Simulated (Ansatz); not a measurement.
The inner images of a band of F₄H₄OSiZr (11 atoms, charge 0, multiplicity 1) are given out of order.

The calculation used Ansatz, RHF/def2-SVP.

Initial state:

```xyz
11
Properties=species:S:1:pos:R:3
Zr 0.003 0.082 0.012
F 0.320 -0.112 1.904
F 1.810 0.059 -0.606
F -0.596 1.823 -0.500
F -0.714 -1.331 -1.090
O -2.138 -0.282 0.908
Si -3.517 -1.002 0.192
H -3.363 -2.463 0.212
H -4.662 -0.594 1.029
H -3.613 -0.458 -1.166
H -2.138 -0.154 1.850
```

Final state:

```xyz
11
Properties=species:S:1:pos:R:3
Zr -0.231 0.003 -0.344
F -0.490 0.709 2.003
F 1.196 -0.969 0.482
F -0.015 1.898 -0.514
F -0.137 -0.586 -2.155
O -2.029 -0.573 0.178
Si -3.554 -1.209 0.178
H -3.502 -2.662 -0.086
H -4.158 -0.981 1.513
H -4.384 -0.543 -0.847
H -1.305 0.480 2.337
```

**Question.** Put them in order from the first end to the last, with their energies above the first end.
A.
```xyz
11
Properties=species:S:1:pos:R:3
Zr -0.149 0.126 -0.182
F -0.610 0.626 1.912
F 1.410 -0.848 0.299
F 0.176 1.939 -0.647
F -0.599 -0.648 -1.866
O -2.029 -0.434 0.601
Si -3.510 -1.173 0.316
H -3.284 -2.605 0.042
H -4.334 -1.006 1.529
H -4.152 -0.522 -0.840
H -1.528 0.113 1.581
```
B.
```xyz
11
Properties=species:S:1:pos:R:3
Zr -0.037 0.217 -0.058
F -0.234 0.732 1.831
F 1.527 -0.853 0.132
F 0.279 1.950 -0.778
F -0.846 -0.651 -1.593
O -2.075 -0.405 0.735
Si -3.528 -1.191 0.277
H -3.222 -2.595 -0.022
H -4.392 -1.072 1.466
H -4.094 -0.481 -0.875
H -1.987 -0.083 1.630
```
C.
```xyz
11
Properties=species:S:1:pos:R:3
Zr -0.041 0.166 -0.007
F 0.041 0.479 1.911
F 1.657 -0.684 -0.178
F -0.004 1.918 -0.753
F -0.986 -0.897 -1.336
O -2.126 -0.279 0.855
Si -3.483 -1.121 0.214
H -3.101 -2.512 -0.053
H -4.484 -1.057 1.297
H -3.943 -0.407 -0.980
H -2.138 -0.039 1.775
```
D.
```xyz
11
Properties=species:S:1:pos:R:3
Zr -0.229 0.042 -0.285
F -0.535 0.661 2.037
F 1.292 -0.908 0.372
F 0.047 1.914 -0.542
F -0.433 -0.625 -2.056
O -2.005 -0.503 0.432
Si -3.511 -1.177 0.232
H -3.372 -2.622 -0.042
H -4.284 -0.985 1.480
H -4.206 -0.510 -0.887
H -1.373 0.280 2.002
```
E.
```xyz
11
Properties=species:S:1:pos:R:3
Zr -0.014 0.109 0.010
F 0.193 0.087 1.932
F 1.788 -0.328 -0.441
F -0.306 1.896 -0.591
F -0.881 -1.144 -1.188
O -2.161 -0.203 0.862
Si -3.494 -1.058 0.198
H -3.143 -2.476 0.058
H -4.573 -0.892 1.192
H -3.834 -0.421 -1.077
H -2.182 -0.002 1.791
```

**Answer.** E (+0.03 eV), C (+0.09 eV), B (+0.19 eV), A (+1.02 eV), D (+0.72 eV).

The run took 3.1 min on 4 threads of Arm Neoverse V1, on a shared host, peak memory 0.4 GiB.
